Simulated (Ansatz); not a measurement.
Wavefunction ladder for CH₃AlCl₂S, SMILES `C[S][Al]([Cl])[Cl]`

| atom | x (Å) | y (Å) | z (Å) |
| --- | --- | --- | --- |
| C1 | -0.649 | 0.317 | -1.264 |
| S2 | -1.121 | 0.456 | 0.493 |
| Al3 | 0.601 | -0.310 | 1.526 |
| Cl4 | 0.575 | -0.405 | 3.602 |
| Cl5 | 2.299 | -0.948 | 0.496 |
| H6 | -0.841 | 1.279 | -1.736 |
| H7 | 0.402 | 0.060 | -1.385 |
| H8 | -1.266 | -0.448 | -1.732 |

Charge 0, multiplicity 1. The geometry is a stationary point of PBE0-D4/def2-TZVP. It is one conformer, not always the lowest. Frozen core, restricted reference, Ansatz. CBS rows extrapolate triple and quadruple zeta; past MP2 they add the triple-zeta difference.

```json
{"basis": "def2-SVP", "HF (Eh)": "-1597.73863", "MP2 corr.": "-0.58993"}
{"basis": "def2-TZVPP", "HF (Eh)": "-1598.32252", "MP2 corr.": "-0.79367"}
{"basis": "def2-QZVPP", "HF (Eh)": "-1598.36783", "MP2 corr.": "-0.86711"}
```

(1) Estimate the CCSD correlation energy and the (T) correction in each basis where they were run (hartree).

## Answers

(1) 
```tsv
basis	CCSD corr.	(T)
def2-SVP	-0.64410	-0.01650
def2-TZVPP	-0.85374	-0.03761
CBS(def2)	-0.98158	as TZ
```
